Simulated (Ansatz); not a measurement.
Si2NH8Cl2OF, singlet: harmonic vibrations at a saddle point.

The input file, in.yaml:

```yaml
crystal:
  periodic: [false, false, false]
  atoms:
    - {symbol: Si, position_ang: [-1.130362, 0.873679, -0.297538]}
    - {symbol: Si, position_ang: [0.336710, -1.677414, -0.909379]}
    - {symbol: Cl, position_ang: [-1.537842, 0.558665, -2.270172]}
    - {symbol: Cl, position_ang: [-2.154600, -0.207037, 1.128515]}
    - {symbol: F, position_ang: [-1.932315, 2.259136, -0.089544]}
    - {symbol: H, position_ang: [0.845389, 0.701858, 1.253940]}
    - {symbol: N, position_ang: [0.452737, 1.540242, 0.172884]}
    - {symbol: H, position_ang: [0.678407, -0.802009, 0.815745]}
    - {symbol: O, position_ang: [1.073121, -0.268820, 1.739084]}
    - {symbol: H, position_ang: [1.146926, -2.788965, -0.292175]}
    - {symbol: H, position_ang: [-0.913839, -2.340095, -1.375987]}
    - {symbol: H, position_ang: [1.120468, -1.284195, -2.123446]}
    - {symbol: H, position_ang: [1.175129, 1.326314, -0.507469]}
    - {symbol: H, position_ang: [0.404664, 2.545933, 0.310792]}
    - {symbol: H, position_ang: [0.435207, -0.437391, 2.445048]}
basis:
  gaussian: {orbitals: def2-TZVP}
hamiltonian: {xc: pbe0, dispersion: d4}
phonons: {temperatures: {t_min: 298.15, t_max: 900, t_step: 200}}
```

Run by:

```bash
ansatz run in.yaml --threads 4 --pin off --events-out ev --progress --plain --max-ram 66560MiB --backend cuda --devices 0, --max-vram 37GiB
```

Output of Ansatz 0.2.0:

```
Functional definition: PBE0
  name "PBE0"
  cite "Adamo & Barone, J. Chem. Phys. 110, 6158 (1999) doi:10.1063/1.478522"
  cite "Perdew, Burke & Ernzerhof, Phys. Rev. Lett. 77, 3865 (1996) doi:10.1103/PhysRevLett.77.3865"
  parent pbe
  parameter a = 0.25
  parameter kappa = 0.804
  parameter beta = 0.06672455060314922
  exchange = (1 - a)*pbe_x(kappa = kappa, mu = beta*pi^2/3) + a*exact_x
  correlation = pbe_c(beta = beta)
1886 factors; their error is unknown
mean field evaluation 1: about -47162.3540 eV, gradient 7.1e1 eV
mean field evaluation 2: about -47155.1127 eV, gradient 9.5e1 eV
mean field evaluation 4: about -47170.5805 eV, gradient 4.1e0 eV
mean field evaluation 8: about -47170.6160 eV, gradient 7.8e-2 eV
mean field evaluation 16: about -47170.7647 eV, gradient 1.2e-4 eV
mean field -47170.76468840 eV, -1733.4936288061 hartree, gradient 4.5e-5 eV, S^2 0.000000; 0 other end points of the search recorded, 0 dependent functions left out
the calculation of the forces begins
reference -47170.76472465 eV, -1733.4936301383 hartree; 47, 47 occupied and 242, 242 virtual orbitals, 1886 factors
these checks for a lower state are left out or cut short: stability, starts, cluster_reference, orbital_swaps, neighbouring_geometries, increment
1886 factors; their error is unknown
WARN: phonons: modes at or below zero, which the zero-point energy, F, S and C_V leave out: 1, the lowest at -989.19 cm⁻¹. A minimum has none, and a first-order saddle one
Total energy: -47171.21448427 eV, -1733.5101584992 hartree
Atom 0 at    -1.130362     0.873679    -0.297538 Å, force     0.000023    -0.000147    -0.000008 eV/Å
Atom 1 at     0.336710    -1.677414    -0.909379 Å, force    -0.000204     0.000074     0.000455 eV/Å
Atom 2 at    -1.537842     0.558665    -2.270172 Å, force     0.000420     0.000145    -0.000218 eV/Å
Atom 3 at    -2.154600    -0.207037     1.128515 Å, force     0.000022     0.000002     0.000007 eV/Å
Atom 4 at    -1.932315     2.259136    -0.089544 Å, force    -0.000031    -0.000266    -0.000028 eV/Å
Atom 5 at     0.845389     0.701858     1.253940 Å, force     0.000711     0.000268     0.000026 eV/Å
Atom 6 at     0.452737     1.540242     0.172884 Å, force    -0.000470     0.001403    -0.000292 eV/Å
Atom 7 at     0.678407    -0.802009     0.815745 Å, force     0.000613     0.000814     0.000798 eV/Å
Atom 8 at     1.073121    -0.268820     1.739084 Å, force    -0.002650    -0.000995    -0.001484 eV/Å
Atom 9 at     1.146926    -2.788965    -0.292175 Å, force     0.000327    -0.000111     0.000180 eV/Å
Atom 10 at    -0.913839    -2.340095    -1.375987 Å, force    -0.000356    -0.000083     0.000224 eV/Å
Atom 11 at     1.120468    -1.284195    -2.123446 Å, force     0.000095     0.000053    -0.000552 eV/Å
Atom 12 at     1.175129     1.326314    -0.507469 Å, force    -0.000021    -0.000403     0.000572 eV/Å
Atom 13 at     0.404664     2.545933     0.310792 Å, force     0.000139    -0.000266    -0.000175 eV/Å
Atom 14 at     0.435207    -0.437391     2.445048 Å, force     0.001382    -0.000487     0.000495 eV/Å
Dipole moment:     0.476107     0.550197     0.591803 e Å
Vibrations: -989.19 62.24 66.07 97.64 135.17 162.37 193.93 225.30 239.26 298.74 307.18 329.51 367.53 418.50 432.64 477.14 548.14 585.76 621.30 689.22 759.76 808.16 851.89 876.92 926.52 947.68 987.50 1190.15 1358.79 1503.88 1559.80 1645.62 2044.19 2113.43 2163.46 2204.38 3498.86 3593.54 3816.50 cm⁻¹, zero-point energy 2.424427 eV

[the SCF lines of later steps are left out]
```

Time: 4 min of wall clock on 4 CPU threads of an AMD EPYC 7R13 and a share of one NVIDIA H100; the host was shared. Peak host memory: 0.96 GiB.
